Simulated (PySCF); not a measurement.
A structure optimised at PBE-D3(BJ)/def2-SVP, used in a PySCF frequency run:

```xyz
11

O     -2.5243    -0.3685     0.0000
C     -1.4051     0.1013     0.0000
C     -0.4926     0.3328    -1.2174
Ge     1.0377    -0.1025     0.0000
C     -0.4926     0.3328     1.2174
H     -0.7642    -0.2420    -2.1215
H     -0.4257     1.4133    -1.4673
H      2.2391     0.8717     0.0000
H      1.4707    -1.5863     0.0000
H     -0.4257     1.4133     1.4673
H     -0.7642    -0.2420     2.1215
```

Question: Write its SMILES, formula and point group.

Answer: O=C1[CH2][GeH2][CH2]1, C₃H₆GeO, Cs

Question: What are its rotational constants (standard atomic weights)?

Answer: 8.1339, 2.1864, 1.8925 GHz
